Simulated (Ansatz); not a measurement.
Program: Ansatz 0.2.0.

A structure relaxed at PBE0-D4/def2-TZVP, charge 0, multiplicity 1:

```tsv
atom	x (Å)	y (Å)	z (Å)
B1	-0.947	-1.087	0.216
C2	0.017	0.071	0.599
C3	0.634	0.849	-0.540
Cl4	1.728	-0.200	-1.493
H5	-1.283	-1.883	1.044
H6	-1.422	-1.154	-0.881
H7	0.784	-0.251	1.311
H8	-0.626	0.755	1.186
H9	-0.123	1.210	-1.236
H10	1.239	1.690	-0.204
```

Task: Give its formula and SMILES.

Result: C2H6BCl, `BCCCl`.

Task: Summarise the bond lengths by kind.

Result: 1 × B–C 1.555 Å; 2 × B–H 1.197 Å; 1 × C–C 1.511 Å; 4 × C–H 1.089 to 1.107 Å; 1 × C–Cl 1.790 Å.
